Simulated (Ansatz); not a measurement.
# Molecular dynamics of Cl₃HOSi

Input:

```yaml
crystal:
  periodic: [false, false, false]
  atoms:
    - { symbol: Si, position_ang: [0.03164, -0.076268, -0.046053] }
    - { symbol: Cl, position_ang: [-0.149838, -0.009257, 1.955247] }
    - { symbol: Cl, position_ang: [1.96509, 0.050449, -0.712599] }
    - { symbol: O, position_ang: [-0.78812, 1.179806, -0.685289] }
    - { symbol: H, position_ang: [-1.612275, 1.459694, -0.310748] }
    - { symbol: Cl, position_ang: [-0.892611, -1.776323, -0.586167] }
basis:
  gaussian: { orbitals: def2-SVP }
hamiltonian:
  xc: hf
md:
  timestep: 1.0
  n_steps: 150
  ensemble: nve
  temperature: 300.0
  initial_velocities: maxwell_boltzmann
  seed: 525673
```

Command:

```bash
$ ansatz run input.yaml --threads 1 --pin off --max-ram 2048MiB --backend cpu --events-out ev --progress --plain --runs-dir out
```

It goes on from the last frame of an earlier run, with new velocities.

Output, in part (one step line in 6, the closing report, with atoms numbered from 0):

```
md step     0: t =     0.00 fs  T =   300.0 K  F+E_penalty+E_count = -47415.73417092 eV  E_kin = 0.155112 eV  conserved = -47415.57905892 eV  (26 SCF iters)
md step     6: t =     6.00 fs  T =   375.9 K  F+E_penalty+E_count = -47415.77347788 eV  E_kin = 0.194353 eV  conserved = -47415.57912491 eV  (22 SCF iters)
md step    12: t =    12.00 fs  T =   349.5 K  F+E_penalty+E_count = -47415.75977345 eV  E_kin = 0.180689 eV  conserved = -47415.57908477 eV  (22 SCF iters)
md step    18: t =    18.00 fs  T =   291.6 K  F+E_penalty+E_count = -47415.72971430 eV  E_kin = 0.150751 eV  conserved = -47415.57896331 eV  (23 SCF iters)
md step    24: t =    24.00 fs  T =   285.0 K  F+E_penalty+E_count = -47415.72637157 eV  E_kin = 0.147347 eV  conserved = -47415.57902471 eV  (23 SCF iters)
md step    30: t =    30.00 fs  T =   295.4 K  F+E_penalty+E_count = -47415.73179113 eV  E_kin = 0.152754 eV  conserved = -47415.57903686 eV  (23 SCF iters)
md step    36: t =    36.00 fs  T =   303.3 K  F+E_penalty+E_count = -47415.73584378 eV  E_kin = 0.156827 eV  conserved = -47415.57901727 eV  (23 SCF iters)
md step    42: t =    42.00 fs  T =   293.0 K  F+E_penalty+E_count = -47415.73055125 eV  E_kin = 0.151478 eV  conserved = -47415.57907308 eV  (23 SCF iters)
md step    48: t =    48.00 fs  T =   273.0 K  F+E_penalty+E_count = -47415.72007779 eV  E_kin = 0.141129 eV  conserved = -47415.57894885 eV  (22 SCF iters)
md step    54: t =    54.00 fs  T =   281.4 K  F+E_penalty+E_count = -47415.72465096 eV  E_kin = 0.145487 eV  conserved = -47415.57916412 eV  (22 SCF iters)
md step    60: t =    60.00 fs  T =   242.2 K  F+E_penalty+E_count = -47415.70419802 eV  E_kin = 0.125212 eV  conserved = -47415.57898648 eV  (23 SCF iters)
md step    66: t =    66.00 fs  T =   233.0 K  F+E_penalty+E_count = -47415.69949790 eV  E_kin = 0.120485 eV  conserved = -47415.57901266 eV  (23 SCF iters)
md step    72: t =    72.00 fs  T =   300.9 K  F+E_penalty+E_count = -47415.73462506 eV  E_kin = 0.155569 eV  conserved = -47415.57905610 eV  (23 SCF iters)
md step    78: t =    78.00 fs  T =   324.2 K  F+E_penalty+E_count = -47415.74671584 eV  E_kin = 0.167613 eV  conserved = -47415.57910259 eV  (24 SCF iters)
md step    84: t =    84.00 fs  T =   308.6 K  F+E_penalty+E_count = -47415.73853946 eV  E_kin = 0.159575 eV  conserved = -47415.57896408 eV  (22 SCF iters)
md step    90: t =    90.00 fs  T =   318.3 K  F+E_penalty+E_count = -47415.74365540 eV  E_kin = 0.164569 eV  conserved = -47415.57908622 eV  (23 SCF iters)
md step    96: t =    96.00 fs  T =   293.7 K  F+E_penalty+E_count = -47415.73097024 eV  E_kin = 0.151864 eV  conserved = -47415.57910604 eV  (23 SCF iters)
md step   102: t =   102.00 fs  T =   257.6 K  F+E_penalty+E_count = -47415.71212760 eV  E_kin = 0.133206 eV  conserved = -47415.57892141 eV  (23 SCF iters)
md step   108: t =   108.00 fs  T =   340.2 K  F+E_penalty+E_count = -47415.75501261 eV  E_kin = 0.175875 eV  conserved = -47415.57913767 eV  (22 SCF iters)
md step   114: t =   114.00 fs  T =   385.1 K  F+E_penalty+E_count = -47415.77826946 eV  E_kin = 0.199121 eV  conserved = -47415.57914821 eV  (23 SCF iters)
md step   120: t =   120.00 fs  T =   328.3 K  F+E_penalty+E_count = -47415.74878093 eV  E_kin = 0.169766 eV  conserved = -47415.57901506 eV  (22 SCF iters)
md step   126: t =   126.00 fs  T =   302.1 K  F+E_penalty+E_count = -47415.73516792 eV  E_kin = 0.156198 eV  conserved = -47415.57896982 eV  (22 SCF iters)
md step   132: t =   132.00 fs  T =   289.0 K  F+E_penalty+E_count = -47415.72860732 eV  E_kin = 0.149407 eV  conserved = -47415.57919997 eV  (22 SCF iters)
md step   138: t =   138.00 fs  T =   241.8 K  F+E_penalty+E_count = -47415.70387272 eV  E_kin = 0.124995 eV  conserved = -47415.57887791 eV  (23 SCF iters)
md step   144: t =   144.00 fs  T =   324.1 K  F+E_penalty+E_count = -47415.74678358 eV  E_kin = 0.167587 eV  conserved = -47415.57919625 eV  (22 SCF iters)
md step   150: t =   150.00 fs  T =   371.7 K  F+E_penalty+E_count = -47415.77132919 eV  E_kin = 0.192189 eV  conserved = -47415.57913970 eV  (28 SCF iters)
Total energy: -47415.77132919 eV, -1742.4974567837 hartree
Atom 0 at    -0.011423    -0.049894    -0.024537 Å, force     0.482263    -0.368538     0.121438 eV/Å
Atom 1 at    -0.120333     0.073442     2.022532 Å, force     0.231245    -0.224440    -0.229919 eV/Å
Atom 2 at     1.911195    -0.035542    -0.747494 Å, force    -0.332524     0.111749     0.392310 eV/Å
Atom 3 at    -0.762874     1.238283    -0.611403 Å, force    -0.221954     0.291180    -0.465037 eV/Å
Atom 4 at    -1.697764     1.308909    -0.721098 Å, force    -0.049859    -0.000541     0.035354 eV/Å
Atom 5 at    -0.843067    -1.816029    -0.657280 Å, force    -0.109171     0.190591     0.145854 eV/Å
Dipole moment:    -0.408719     0.110483    -0.075026 e Å
```

All steps were run. The conserved energy stayed within 0.036 meV per atom of its start (net change -0.013 meV per atom), so the integration is sound. A run of 0.15 ps of so small a system gives no equilibrium averages.

The same pairs are bonded in the first frame and the last. Pairs count as bonded within 1.25 times the sum of covalent radii (0.12 Å more for H–H).

Last frame:

```xyz
6
Properties=species:S:1:pos:R:3
Si -0.011 -0.050 -0.025
Cl -0.120 0.073 2.022
Cl 1.911 -0.035 -0.748
O -0.763 1.238 -0.611
H -1.698 1.309 -0.721
Cl -0.843 -1.816 -0.657
```

Run time: 3.2 min on 1 thread of Intel(R) Xeon(R) Platinum 8488C (Sapphire Rapids), on a shared host, peak memory 0.2 GiB.
